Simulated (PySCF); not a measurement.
Species: CH15N3Si4.
SMILES with atom numbers: `[CH3:1][NH:2][SiH2:3][Si@H:4]([NH2:5])[N:6]([SiH3:7])[SiH3:8]` (hydrogens: H9, H10, H11 on C1; H12 on N2; H13, H14 on Si3; H15 on Si4; H16, H17 on N5; H18, H19, H20 on Si7; H21, H22, H23 on Si8)

Computed by this run: PBE0-D3(BJ)/def2-SVP geometry optimisation, gas phase in PySCF 2.14.0; density fitting, grid level 1; the optimiser is geomeTRIC in internal coordinates, started from a GFN2-xTB structure.

Step 0: E = -37230.8404 eV
```
atom  x, y, z in Å  |  force x, y, z in eV/Å
C1     -3.9697   -0.1076    0.8914    0.462   0.262  -0.246
N2     -2.6870    0.3320    0.4043   -0.315   0.411   0.088
Si3    -1.3988   -0.7085   -0.0575   -0.847  -0.163   0.103
Si4     0.3488    0.6762   -0.5776    1.200   0.088  -0.524
N5      0.5695    0.7090   -2.2929   -0.299  -0.272  -0.001
N6      1.7940    0.1230    0.2796   -0.304   0.072   0.129
Si7     2.4933   -1.4148   -0.1136   -0.170   0.425  -0.046
Si8     2.6584    1.1543    1.3780   -0.313  -0.189  -0.311
H9     -4.7132   -0.1942    0.0931   -0.372  -0.137  -0.221
H10    -3.8511   -1.0831    1.3533   -0.111  -0.465   0.306
H11    -4.3542    0.5893    1.6401   -0.214   0.121   0.310
H12    -2.7447    1.2455   -0.0187    0.151   0.253  -0.133
H13    -1.2069   -1.6076    1.0939    0.399  -0.272   0.382
H14    -1.7689   -1.6499   -1.1509    0.130  -0.173  -0.447
H15     0.2680    2.1136   -0.2756   -0.344   0.355   0.483
H16     1.3650    1.2181   -2.6451    0.227   0.300  -0.146
H17     0.4711   -0.1486   -2.8113   -0.093  -0.333  -0.223
H18     2.9209   -2.0751    1.1182    0.216  -0.409   0.465
H19     3.6584   -1.2367   -0.9923    0.435  -0.094  -0.335
H20     1.4726   -2.2049   -0.8088   -0.379  -0.398  -0.285
H21     3.8075    1.7609    0.6965    0.513   0.356  -0.127
H22     1.7260    2.1777    1.8436   -0.253   0.538   0.269
H23     3.1362    0.3583    2.5085    0.281  -0.275   0.510
```

Task: Estimate the geometry and energy of step 1. (The exact step hangs on the optimiser's Hessian estimate; all steps are aligned on step 0, rigid shifts and turns removed.)

Result: E = -37231.1037 eV, largest force 0.301 eV/Å
```
atom  x, y, z in Å  |  force x, y, z in eV/Å
C1     -4.0106   -0.1008    0.8871   -0.098  -0.027   0.005
N2     -2.7404    0.3617    0.3858    0.027  -0.027  -0.028
Si3    -1.4399   -0.6799   -0.0943    0.100  -0.114   0.021
Si4     0.4132    0.6652   -0.5987   -0.163   0.087   0.107
N5      0.5439    0.6473   -2.3251    0.278   0.112   0.024
N6      1.8441    0.1404    0.3060    0.054   0.001  -0.084
Si7     2.5034   -1.4284   -0.1066    0.091  -0.096  -0.009
Si8     2.7007    1.1937    1.4146    0.084   0.049   0.023
H9     -4.7853   -0.2242    0.1033    0.028  -0.011   0.027
H10    -3.8878   -1.0838    1.3723    0.005   0.057  -0.007
H11    -4.4197    0.5837    1.6520    0.017  -0.022  -0.020
H12    -2.7771    1.2841   -0.0339    0.020  -0.003   0.024
H13    -1.0993   -1.6031    1.0388   -0.080   0.009   0.017
H14    -1.7280   -1.5908   -1.2671   -0.024   0.037   0.024
H15     0.1983    2.0780   -0.1464    0.003  -0.029  -0.088
H16     1.2666    1.2126   -2.7638   -0.059  -0.025  -0.054
H17     0.4298   -0.2274   -2.8264   -0.064  -0.003   0.032
H18     2.9574   -2.1547    1.1189   -0.028   0.023   0.001
H19     3.6818   -1.3363   -1.0312   -0.057   0.016   0.016
H20     1.4444   -2.2349   -0.7965   -0.022   0.074   0.028
H21     3.8855    1.8652    0.7795   -0.055  -0.046  -0.016
H22     1.7951    2.2680    1.9208   -0.031  -0.060  -0.018
H23     3.2190    0.3914    2.5668   -0.026  -0.003  -0.024
```

The energy changes by -0.2633 eV. The first-order estimate −F·Δx gives -0.5849 eV and the mean of the old and new forces, exact on a quadratic surface, -0.2587 eV. The step makes an angle of 64° with the force vector and moves no atom by more than 0.154 Å.

What follows is the cost of the whole optimisation. Cost: about 40 min of CPU time on one thread; the machine was shared, so the figure is rough.
